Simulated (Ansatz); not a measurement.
Geometry optimisation, RKS PBE-D4/def2-SVP (Ansatz 0.2.0).

input.yaml

```yaml
crystal:
  periodic: [false, false, false]
  atoms:
    - { symbol: "N", position_ang: [-0.35649, 1.22303, -1.12244] }
    - { symbol: Si, position_ang: [0.54954, 0.27124, -0.00884] }
    - { symbol: C, position_ang: [1.98616, 1.05175, 0.88181] }
    - { symbol: C, position_ang: [2.4008, 0.29566, -0.14158] }
    - { symbol: H, position_ang: [0.0321, 1.42319, -2.02974] }
    - { symbol: H, position_ang: [-0.87747, 2.01587, -0.78701] }
    - { symbol: H, position_ang: [-0.14883, -0.86734, 0.57033] }
    - { symbol: H, position_ang: [2.46536, 1.6605, 1.6295] }
    - { symbol: H, position_ang: [3.35154, 0.02996, -0.57048] }
basis:
  gaussian: { orbitals: def2-SVP }
hamiltonian:
  xc: pbe
  dispersion: d4
relax:
  f_tol: 0.015
  max_steps: 40
```

Run as:

```bash
$ ansatz run input.yaml --threads 1 --pin off --max-ram 2048MiB --backend cpu --events-out ev --progress --plain --runs-dir out
```

Problem. Where does it end, and by what steps?

Solution. The run converged. After 9 steps the energy has fallen by 0.210 eV; H6 moved furthest, 0.85 Å.

| step | energy less start (eV) | largest force component (eV/Å) | accepted |
| --- | --- | --- | --- |
| 0 | 0.0000 | 1.527 | yes |
| 1 | -0.0913 | 0.833 | yes |
| 2 | -0.1241 | 0.362 | yes |
| 3 | -0.1559 | 0.245 | yes |
| 4 | -0.1638 | 0.359 | yes |
| 5 | -0.1671 | 0.786 | yes |
| 6 | -0.1944 | 0.288 | yes |
| 7 | -0.2087 | 0.145 | yes |
| 8 | -0.2085 | 0.214 | no |
| 9 | -0.2100 | 0.013 | yes |

```xyz
9
Properties=species:S:1:pos:R:3
N -0.303 1.222 -1.213
Si 0.625 0.400 -0.001
C 2.092 1.060 0.873
C 2.428 0.189 -0.118
H 0.099 2.009 -1.726
H -1.309 1.344 -1.075
H -0.293 -0.606 0.621
H 2.679 1.669 1.583
H 3.386 -0.183 -0.522
```

Whether the end is a true minimum wasn't checked by a vibrational analysis.

The run took 34 s on 1 thread of Intel(R) Xeon(R) Processor @ 2.70GHz (shared host), peak memory 0.13 GiB.
